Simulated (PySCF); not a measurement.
Species: C₄H₇F₃Si.
Geometry (PBE0-D3(BJ)/def2-SVP, Å), atoms numbered from 1 in this order:
```
atom  x, y, z in Å
F1     1.556   -0.772   -1.184
C2     1.768   -0.034   -0.077
F3     2.570    0.978   -0.425
F4     2.459   -0.812    0.769
C5     0.485    0.458    0.519
C6    -0.519   -0.681    0.862
C7    -1.455   -0.674   -0.377
Si8   -0.827    1.074   -0.736
H9     0.746    1.111    1.363
H10   -0.033   -1.648    1.071
H11   -1.078   -0.403    1.769
H12   -2.519   -0.861   -0.179
H13   -1.108   -1.382   -1.144
H14   -0.401    1.469   -2.110
H15   -1.661    2.158   -0.137
```

All values: CAM-B3LYP/def2-SVPD (PySCF, non-relativistic), on one gas-phase PBE0-D3(BJ)/def2-SVP geometry that isn't relaxed in the solvent. The solvent is an IEF-PCM continuum (van der Waals radii × 1.2), and excitations are vertical TDDFT with non-equilibrium linear response and a frozen core. The model holds no explicit solvent molecules, cavitation or dispersion.

Gas-phase singlets (H = HOMO, L = LUMO):

```tsv
state	E (eV)	λ (nm)	f	leading configuration
S1	7.261	171	0.022	H→L 93%
S2	7.930	156	0.001	H→L+1 82%
S3	7.985	155	0.078	H-1→L 78%
S4	8.276	150	0.020	H-1→L+1 43%
S5	8.280	150	0.004	H-2→L 57%
```

Task: What are the lowest 5 singlets in benzene (ε = 2.271)?

Result: 
```json
{"state": "S1", "E (eV)": "7.239", "λ (nm)": "171", "f": "0.032", "leading configuration": "H→L 93%", "change by rank (eV)": "-0.022"}
{"state": "S2", "E (eV)": "7.926", "λ (nm)": "156", "f": "0.001", "leading configuration": "H→L+1 75%", "change by rank (eV)": "-0.004"}
{"state": "S3", "E (eV)": "7.948", "λ (nm)": "156", "f": "0.128", "leading configuration": "H-1→L 75%", "change by rank (eV)": "-0.037"}
{"state": "S4", "E (eV)": "8.240", "λ (nm)": "150", "f": "0.024", "leading configuration": "H→L+3 31%", "change by rank (eV)": "-0.036"}
{"state": "S5", "E (eV)": "8.268", "λ (nm)": "150", "f": "0.015", "leading configuration": "H-2→L 46%", "change by rank (eV)": "-0.012"}
```

Task: How do the frontier levels move from gas to benzene?

Result: 
```tsv
orbital	gas (eV)	solvent (eV)	change (eV)
LUMO+2	1.54	1.66	+0.12
LUMO+1	1.16	1.28	+0.12
LUMO	0.88	1.03	+0.15
HOMO	-9.80	-9.64	+0.16
HOMO-1	-10.24	-10.09	+0.15
HOMO-2	-10.96	-10.81	+0.15
HOMO-3	-11.70	-11.56	+0.14
```

The HOMO–LUMO gap goes from 10.67 to 10.66 eV.
